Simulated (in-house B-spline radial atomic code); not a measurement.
Checks on a self-consistent run for K II (K+), [He] 2s2 2p5 3s2 3p6 5d1. Method: Dirac-Hartree-Fock, average of configuration, Fermi nucleus of rms radius 3.4349 fm. Calculated with a B-spline radial code for spherical atoms.

| orbital | q | ε (Eh) | <1/r> | <r²> | small-component weight |
| --- | --- | --- | --- | --- | --- |
| 1s1/2 | 2 | -136.61044 | 18.735 | 0.00879564 | 0.0046078 |
| 2s1/2 | 2 | -16.19794 | 3.90396 | 0.168626 | 0.00079541 |
| 2p1/2 | 1.6667 | -13.46043 | 3.78025 | 0.147888 | 0.0007551 |
| 2p3/2 | 3.3333 | -13.34667 | 3.74599 | 0.149758 | 0.00074938 |
| 3s1/2 | 2 | -2.59860 | 1.16549 | 1.62226 | 0.00015195 |
| 3p1/2 | 2 | -1.75802 | 1.08458 | 1.92968 | 0.0001408 |
| 3p3/2 | 4 | -1.74462 | 1.07787 | 1.94854 | 0.00013981 |
| 5d3/2 | 0.4 | -0.10331 | 0.11532 | 193.794 | 5.288e-06 |
| 5d5/2 | 0.6 | -0.10327 | 0.115259 | 193.964 | 5.2823e-06 |

Electron-electron repulsion V_ee = 201.8072 hartree.

(1) What total energy follows from the eigenvalues?

(2) Does the Dirac virial theorem hold?

(3) What diamagnetic shielding (Lamb formula) and susceptibility (Langevin formula) do the radii give?

Results:

(1) The eigenvalues count the repulsion twice, so E = Σqε - V_ee = -388.335 - 201.807 = -590.142 hartree; the run printed -590.142.

(2) For a point nucleus E = -2c²Σq·w, with w the small-component weight. Here Σq·w = 0.015713 and c = 137.0360, so the ratio E/(-2c²Σq·w) is 1.000003.

(3) σ = (α²/3)Σq<1/r> = 72.9919/(3·137.036²) = 1295.6 ppm, and χ = -0.79199×10⁻⁶·Σq<r²> = -166.2×10⁻⁶ cm³/mol with Σq<r²> = 209.89 bohr². Both are non-relativistic formulas without the paramagnetism of open shells.
